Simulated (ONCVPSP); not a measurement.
## Au: ONCV pseudisation with PBE, scalar-relativistic reference atom.

ONCVPSP 4.0.1 input, shortened (lines: element, Z, core and valence counts, functional; n l f; lmax; l rc ep ncon nbas qcut; lloc lpopt rc5 dvloc0; l nproj debl; icmod fcfact rcfact), PBE, scalar-relativistic:

```
  Au 79.00   12    1        4      upf
    1    0    2.00
    2    0    2.00
    2    1    6.00
    3    0    2.00
    3    1    6.00
    3    2   10.00
    4    0    2.00
    4    1    6.00
    4    2   10.00
    4    3   14.00
    5    0    2.00
    5    1    6.00
    5    2   10.00
    2
    0    1.35    0.03    3    8    3.90
    1    1.45    0.32    4    8    5.90
    2    1.35    0.00    4    8    6.60
    4    2    1.30    4.00
    0    3    2.40
    1    2    2.10
    2    3    3.20
    3    2.50    1.10
```

Does this generation succeed?

No. ONCVPSP 4.0.1 stopped with "ERROR pspot: first pseudo wave function has node, program will stop": the optimised pseudo-wave of the first projector has a node, so the radial equation cannot be inverted for a potential. It happened in the s channel.
